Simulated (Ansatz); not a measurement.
Reaction (formal exchange of groups at the Se–C bond): `CC[Se][SiH3]` + `BN` → `NB[Se][SiH3]` + `CC`

Program: Ansatz. Geometries: PBE0-D4/def2-TZVP. ΔE: electronic, gas phase. CCSD(T)/CBS is the MP2 limit (def2-TZVPP, def2-QZVPP) plus CCSD(T) − MP2 in def2-TZVPP, frozen cores. This one scheme is used for every species. DFT in def2-TZVPP. For Se outer-core shells are correlated without core-valence functions, which leaves a few kJ/mol of doubt a bond. Scalar relativity is left out up to krypton. One conformer a species, not always the lowest.

| level | ΔE (eV) |
| --- | --- |
| PBE | -1.10 |
| MP2/def2-QZVPP | -1.08 |

Task: What does CCSD(T)/CBS give? (Estimate.)

Result: The calculation gave: -1.07 eV. The listed levels differ from it by -0.03, -0.01 eV.

Largest T1 diagnostic among the species: 0.012.
